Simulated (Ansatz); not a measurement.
Job for Ansatz (a program for electronic structure): U-BLYP/def2-TZVPP on I3Se (SMILES I[Se](I)I). Elements past Kr take the def2 small-core potentials; no spin–orbit coupling.

Ansatz 0.2 input:
```yaml
crystal:
  periodic: [false, false, false]
  atoms:
    - {symbol: Se, position_ang: [-0.00183106, -0.00135848, -0.46679714]}
    - {symbol: I, position_ang: [2.56488201, -0.01110925, 0.14787154]}
    - {symbol: I, position_ang: [-1.27203119, 2.22881463, 0.15235135]}
    - {symbol: I, position_ang: [-1.29101976, -2.21634690, 0.16657425]}
basis:
  gaussian:
    orbitals: def2-TZVPP
hamiltonian:
  xc: {name: BLYP}
magnetization: {spin_polarized: true, initial_magnetization: 1}
```

Output:

```
WARN ansatz: RAYON_NUM_THREADS=4 ignored (pool sized by the plan → 4); use --threads N
Functional definition: BLYP
integrals: 0.16 GiB planned
1488 factors; their error is unknown
mean field: 1.11 GiB planned
mean field evaluation 1: about -89650.3339 eV, gradient 1.2e1 eV
mean field evaluation 2: about -89648.3737 eV, gradient 2.3e1 eV
mean field evaluation 4: about -89650.8030 eV, gradient 1.3e0 eV
mean field evaluation 8: about -89650.8071 eV, gradient 1.5e-1 eV
mean field evaluation 16: about -89650.7632 eV, gradient 9.4e-4 eV
mean field evaluation 32: about -89648.8018 eV, gradient 4.1e0 eV
mean field -89650.76324443 eV, -3294.6047817629 hartree, gradient 2.9e-5 eV, S^2 0.752079; 4 other end points of the search recorded, 0 dependent functions left out
reference -89650.76357079 eV, -3294.6047937566 hartree; 55, 54 occupied and 143, 144 virtual orbitals, 1488 factors
Total energy: -89650.76357079 eV, -3294.6047937566 hartree
```

Self-consistency was reached.

Cost: around 17 core-seconds (rough).
